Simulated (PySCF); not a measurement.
Ga(OH)(PH2)2 (GaH₅OP₂), SMILES [PH2][Ga]([OH])[PH2]. The structure is a stationary point at B3LYP-D3(BJ)/def2-SVP. The structure was generated by enumeration; whether it is a known compound was not checked. The values are those of a single conformer.

Computed equilibrium geometry at B3LYP-D3(BJ)/def2-SVP (PySCF confirms it by a frequency run) as bond lengths and angles (one conformer of several):
Atoms: Ga1 O2 H3 P4 H5 H6 P7 H8 H9. Bonded distances (Å): Ga1–O2 1.800, Ga1–P4 2.348, Ga1–P7 2.334, O2–H3 0.966, P4–H5 1.431, P4–H6 1.429, P7–H8 1.430, P7–H9 1.429. Bond angles (°): O2–Ga1–P4 119.9, O2–Ga1–P7 112.3, P4–Ga1–P7 127.2, Ga1–O2–H3 116.1, Ga1–P4–H5 93.4, Ga1–P4–H6 92.7, H5–P4–H6 93.9, Ga1–P7–H8 93.5, Ga1–P7–H9 92.4, H8–P7–H9 94.2.
Charge 0, spin multiplicity 1.
